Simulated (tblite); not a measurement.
Compound: C6H3ClO2.
SMILES: `O=C1C=CC(Cl)=CC1=O`

Computed values, GFN2-xTB/tblite, gas phase, harmonic and unscaled. Errors from tens to a few hundred cm⁻¹ against measured bands are possible.

Harmonic wavenumbers (cm⁻¹): 44.2, 129.0, 235.5, 239.6, 324.1, 335.6, 416.8, 461.4, 498.8, 582.8, 621.8, 728.9, 737.2, 770.6, 873.8, 883.8, 927.7, 1031.0, 1085.0, 1153.9, 1216.2, 1241.2, 1335.8, 1566.1, 1625.9, 1694.0, 1715.9, 3081.8, 3093.7, 3095.5.

A = 3142, B = 916.0, C = 709.2 MHz; mass 141.982 u (most abundant isotopes); point group Cs, symmetry number 1.

Task: Zero-point energy?

Result: ½Σν̃ = 15874 cm⁻¹ = 189.90 kJ/mol.

Task: What is S at 298.15 K and 1 bar for an ideal gas of classical rigid rotors and harmonic oscillators?

Result: Translation 170.66, rotation 123.20, vibration 79.20: S = 373.1 J/(mol K).

Task: And Cp and H(298.15 K) − H(0)?

Result: Cp = 125.71 J/(mol K), of which vibrations give 92.45 (their classical limit is 30 R = 249.4); H(298.15 K) − H(0) = 22.99 kJ/mol without the zero-point energy, 13.07 from vibrations.

Task: Blend soft modes into free rotors: weight 1/[1 + (100 cm⁻¹/ν̃)⁴] for the oscillator and the rest for a rotor with moment μB/(μ + B), μ = h/(8π²ν), B = 10⁻⁴⁴ kg m². What vibrational entropy results?

Result: 73.27 J/(mol K) in place of 79.20, which changes −T·S at 298.15 K by +1.77 kJ/mol.

Task: What must be added to the electronic energy to get the Gibbs energy at 298.15 K and 1 bar?

Result: ZPE + [H(298.15 K) − H(0)] − T·S = 189.90 + 22.99 − 111.23 = 101.66 kJ/mol.

Task: How do the functions run with temperature in this model?

Result: 
| T (K) | S (J/(mol K)) | Cp (J/(mol K)) | H − H(0) (kJ/mol) | G − H(0) (kJ/mol) | ln q(vib) |
| --- | --- | --- | --- | --- | --- |
| 100 | 277.7 | 59.6 | 4.50 | -23.27 | 1.01 |
| 200 | 329.5 | 94.0 | 12.17 | -53.73 | 2.56 |
| 300 | 373.8 | 126.3 | 23.22 | -88.93 | 4.29 |
| 500 | 450.8 | 175.6 | 53.76 | -171.62 | 7.87 |
| 800 | 543.4 | 217.2 | 113.40 | -321.35 | 13.02 |
| 1000 | 593.8 | 233.4 | 158.57 | -435.20 | 16.16 |

q(vib) and H(0) count from the zero-point level.

Hindered rotation and anharmonicity are outside this model.
